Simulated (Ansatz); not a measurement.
Geometry optimisation, RKS B3LYP/def2-SVP in Ansatz.

The input (input.yaml):

```yaml
crystal:
  periodic: [false, false, false]
  atoms:
    - { symbol: "N", position_ang: [-1.6186, -1.2652, -0.5012] }
    - { symbol: Al, position_ang: [-0.0559, -0.6904, 0.3559] }
    - { symbol: O, position_ang: [0.822, -1.8739, 1.4061] }
    - { symbol: Si, position_ang: [0.851, 1.5097, 0.0495] }
    - { symbol: Cl, position_ang: [-0.5098, 2.5454, -1.2342] }
    - { symbol: H, position_ang: [-2.4077, -0.5342, -0.2091] }
    - { symbol: H, position_ang: [-1.4945, -1.0655, -1.5319] }
    - { symbol: H, position_ang: [1.5214, -2.3114, 0.7964] }
    - { symbol: H, position_ang: [0.8558, 2.1973, 1.3962] }
    - { symbol: H, position_ang: [2.1194, 1.437, -0.5248] }
basis:
  gaussian: { orbitals: def2-SVP }
hamiltonian:
  xc: b3lyp
relax:
  f_tol: 0.015
  max_steps: 40
```

Launched with:

```bash
$ ansatz run input.yaml --threads 2 --pin off --max-ram 3072MiB --backend cpu --events-out ev --progress --plain --runs-dir out
```

Q: Where does it end, and by what steps?

A: It converged. After 16 steps the energy has fallen by 1.243 eV; H6 moved furthest, 1.49 Å.

```tsv
step	energy less start (eV)	largest force component (eV/Å)	accepted
0	0.0000	2.634	yes
1	-0.4692	1.695	yes
2	-0.6303	0.774	yes
3	-0.7266	0.631	yes
4	-0.7996	1.415	yes
5	-0.9378	0.674	yes
6	-1.0687	0.471	yes
7	-1.1525	0.257	yes
8	-1.1832	0.272	yes
9	-1.1917	1.194	yes
10	-1.2261	0.253	yes
11	-1.2371	0.100	yes
12	-1.2424	0.048	yes
13	-1.2431	0.083	yes
14	-1.2433	0.076	yes
15	-1.2434	0.039	yes
16	-1.2434	0.009	yes
```

```xyz
10
Properties=species:S:1:pos:R:3
N -1.489 -1.040 -0.554
Al 0.044 -0.650 0.246
O 0.948 -1.755 1.180
Si 0.928 1.614 0.003
Cl -0.443 2.656 -1.223
H -1.988 -1.924 -0.552
H -2.000 -0.355 -1.105
H 0.777 -2.676 1.392
H 1.043 2.382 1.280
H 2.262 1.697 -0.664
```

Time of the run: 41 s on 2 threads of AMD EPYC 9R14 (Zen 4), with other jobs on the host, peak memory 0.28 GiB.
